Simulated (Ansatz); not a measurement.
Isolated molecules relaxed with PBE0-D4/def2-TZVP in Ansatz; ΔE leaves out vibrations. CBS: MP2 limit from def2 TZ/QZ plus the TZ coupled-cluster correction, frozen cores. DFT in def2-TZVPP. Elements past krypton have def2 core potentials. For Te outer-core shells are correlated without core-valence functions, which leaves a few kJ/mol of doubt a bond. Each species was taken in one conformer, which may not be the lowest.

Consider the formal exchange of groups at a Te–C bond: `CC(O)(O)[TeH]` + `C[CH2][AlH2]` → `C[CH2][AlH][TeH]` + `CC(O)O`.

| level | ΔE (kJ/mol) |
| --- | --- |
| PBE | -175.6 |
| PBE0 | -187.0 |

Task: What does CCSD(T)/CBS give? (Best estimate.)

Result: The calculation gave: -182.8 kJ/mol. The listed levels differ from it by 7.2, -4.2 kJ/mol.

Largest T1 diagnostic among the species: 0.012.

The D4 term adds +5.5 kJ/mol with B3LYP and +2.4 kJ/mol with PBE0; it sums over pairs of atoms, weighted by their polarisabilities, and B3LYP, whose exchange is more repulsive, gets the larger term. From PBE to PBE0 (25 % exact exchange), in def2-TZVPP and without D4, ΔE moves by −11.4 kJ/mol.

B3LYP here is the variant with VWN-RPA as its local correlation; programs differ in this.
